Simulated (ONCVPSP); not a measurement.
# Mn (Z = 25): variants of one ONCV potential

Base potential:

* Element: manganese
* Generator: ONCVPSP 4.0.1
* Type: optimised norm-conserving Vanderbilt (ONCV)
* Functional: PBEsol
* Relativity: scalar-relativistic
* Frozen core: [Ar]
* Valence charge: 7
* Reference configuration: 3d5 4s2
* Partial waves: 4s: rc 2.65 bohr, ncon 4, nbas 9, qcut 3.2 1/bohr, 2 projectors, debl 0.7 Ha; p scattering state at 0.3 Ha: rc 2.25 bohr, ncon 3, nbas 8, qcut 3.3 1/bohr, 2 projectors, debl 4 Ha; 3d: rc 1.25 bohr, ncon 4, nbas 8, qcut 13 1/bohr, local
* Local potential: the d channel
* Core correction: Teter function, fcfact 4.5, rcfact 1.75

Cutoffs, loose and tight: the cutoffs (Ha) at which the residual kinetic energy of the hardest occupied pseudo-wave falls to 1 and 0.1 mHa per electron. They do not see the model core or the augmentation charge, which bear on the density cutoff. Test errors are all-electron minus pseudo excitation energies from the reference, over the configurations 3d5 4s1; 3d5 4s0; 3d4 4s0; 3d6 4s0. A dash means not determined; rows that change the core or the reference have their own tests.

A true bound ghost makes a file unfit for plane-wave use even where its test errors are small: the radial tests pick states by their node count and pass the ghost by.

| change | outcome | cutoff, loose | cutoff, tight | bound ghosts | GHOST(+) flags above zero | largest test error (meV) |
| --- | --- | --- | --- | --- | --- | --- |
| base | generated | 62 Ha | 70 Ha | s | s, p | -1050 |
| all radii but the core radius scaled by about 0.88 (s 2.34, p 1.98, d 1.10 bohr) | generated | 69 Ha | 78 Ha | s, p | s | -1012 |
| all radii but the core radius scaled by about 1.30 (s 3.44, p 2.92, d 1.62 bohr) | generated, projector energies reset by the program | 48 Ha | 55 Ha | s | p | -1287 |

Q: What comes out with this change to the base: all radii but the core radius scaled by about 1.12 (s 2.96, p 2.52, d 1.40 bohr)?

A: outcome: generated, projector energies reset by the program; cutoff, loose: 56 Ha; cutoff, tight: 65 Ha; bound ghosts: s; GHOST(+) flags above zero: s, p; largest test error (meV): -1121.

Q: What comes out with this change to the base: all radii but the core radius scaled by about 1.23 (s 3.24, p 2.76, d 1.54 bohr)?

A: outcome: generated, projector energies reset by the program; cutoff, loose: 51 Ha; cutoff, tight: 60 Ha; bound ghosts: s; GHOST(+) flags above zero: p; largest test error (meV): -1208.

Q: What comes out with this change to the base: all radii but the core radius scaled by about 0.80 (s 2.12, p 1.80, d 1.00 bohr)?

A: outcome: generated; cutoff, loose: 74 Ha; cutoff, tight: 89 Ha; bound ghosts: s; GHOST(+) flags above zero: p; largest test error (meV): -1007.

Reading the sweep of the scale of all radii but the core radius (base = 1) (base included, trends over the rows without a ghost): Bound ghosts are found at 0.8, 0.88, 1, 1.12, 1.23, 1.3. Every judged row has one, so this setting neither creates nor removes them.
